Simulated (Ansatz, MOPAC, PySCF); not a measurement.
Molecule: CClF2 (charge +1, singlet). SMILES of the parent species: F[C](F)Cl
Geometry from a B3LYP-D3(BJ)/def2-TZVP (Ansatz, a quantum-chemistry and plane-wave program) optimisation:
```
C
F 1 1.2521
F 1 1.2521 2 115.81
Cl 1 1.6195 2 122.10 3 -180.00
```
Charge +1, spin multiplicity 1.

Unscaled harmonic wavenumbers (cm⁻¹) in rising order, each level at the stationary point that it reaches from this structure (no distance between atoms moves by over 0.3 Å); the order of modes can differ between levels, and a negative number is imaginary. B3LYP-D3(BJ)/def2-TZVP (PySCF, at the structure above): 422, 519, 686, 821, 1414, 1521.

AM1 (MOPAC): 400, 466, 627, 769, 1449, 1546. Zero-point energy 7.5 against 7.7 kcal/mol; where all levels lie over 400 cm⁻¹, the wavenumbers are on average 0.958 times those of B3LYP-D3(BJ)/def2-TZVP.

HF/6-31G* (Ansatz): 452, 554, 743, 884, 1565, 1723. Zero-point energy 8.5 against 7.7 kcal/mol; where all levels lie over 400 cm⁻¹, the wavenumbers are on average 1.093 times those of B3LYP-D3(BJ)/def2-TZVP.
